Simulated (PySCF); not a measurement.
Na(OH) (HNaO), SMILES [OH][Na]. Atoms are numbered in the order given.

```xyz
3

Na     0.0000     0.0000    -0.9239
O      0.0000     0.0000     1.0233
H      0.0000     0.0000     1.9761
```
Charge 0, spin multiplicity 1.

Geometry optimised at ωB97X-D3(BJ)/def2-TZVPD. The isomer is the one that the SMILES or the coordinates give; other isomers of the formula were not compared.

Calculation: TDA-PBE/def2-TZVPD run with PySCF 2.14.0.

Vertical excitations; the highest root listed may be one member of a degenerate set.  State labels are in the subgroup C2v.

```json
[
 {"state": "S1", "symmetry": "B1", "energy (eV)": "2.00", "λ (nm)": "621", "f": "0.010", "main pairs": "HOMO−1→LUMO (degenerate set)"},
 {"state": "S2", "symmetry": "B2", "energy (eV)": "2.00", "λ (nm)": "621", "f": "0.010", "main pairs": "HOMO→LUMO (degenerate set)"},
 {"state": "S3", "symmetry": "A2", "energy (eV)": "3.76", "λ (nm)": "330", "f": "0.000", "main pairs": "HOMO−1→LUMO+2, HOMO→LUMO+1 (degenerate set)"},
 {"state": "S4", "symmetry": "A1", "energy (eV)": "3.76", "λ (nm)": "330", "f": "0.000", "main pairs": "HOMO→LUMO+2, HOMO−1→LUMO+1 (degenerate set)"},
 {"state": "S5", "symmetry": "A2", "energy (eV)": "3.80", "λ (nm)": "326", "f": "0.000", "main pairs": "HOMO→LUMO+1 50 %, HOMO−1→LUMO+2 50 %"},
 {"state": "S6", "symmetry": "B1", "energy (eV)": "3.99", "λ (nm)": "311", "f": "0.030", "main pairs": "HOMO−1→LUMO+3 (degenerate set)"},
 {"state": "S7", "symmetry": "B2", "energy (eV)": "3.99", "λ (nm)": "311", "f": "0.030", "main pairs": "HOMO→LUMO+3 (degenerate set)"},
 {"state": "S8", "symmetry": "A1", "energy (eV)": "3.99", "λ (nm)": "310", "f": "0.017", "main pairs": "HOMO−1→LUMO+1, HOMO→LUMO+2 (degenerate set)"},
 {"state": "S9", "symmetry": "B1", "energy (eV)": "4.64", "λ (nm)": "267", "f": "0.026", "main pairs": "HOMO−1→LUMO+4 (degenerate set)"},
 {"state": "S10", "symmetry": "B2", "energy (eV)": "4.64", "λ (nm)": "267", "f": "0.026", "main pairs": "HOMO→LUMO+4 (degenerate set)"},
 {"state": "T1", "symmetry": "B1", "energy (eV)": "1.92", "λ (nm)": "645", "f": "0", "main pairs": "HOMO−1→LUMO (degenerate set)"},
 {"state": "T2", "symmetry": "B2", "energy (eV)": "1.92", "λ (nm)": "645", "f": "0", "main pairs": "HOMO→LUMO (degenerate set)"},
 {"state": "T3", "symmetry": "A1", "energy (eV)": "3.60", "λ (nm)": "344", "f": "0", "main pairs": "HOMO→LUMO+2 50 %, HOMO−1→LUMO+1 50 %"},
 {"state": "T4", "symmetry": "A1", "energy (eV)": "3.69", "λ (nm)": "336", "f": "0", "main pairs": "HOMO−1→LUMO+1 50 %, HOMO→LUMO+2 50 %"}
]
```
Triplets are in the Tamm–Dancoff approximation.
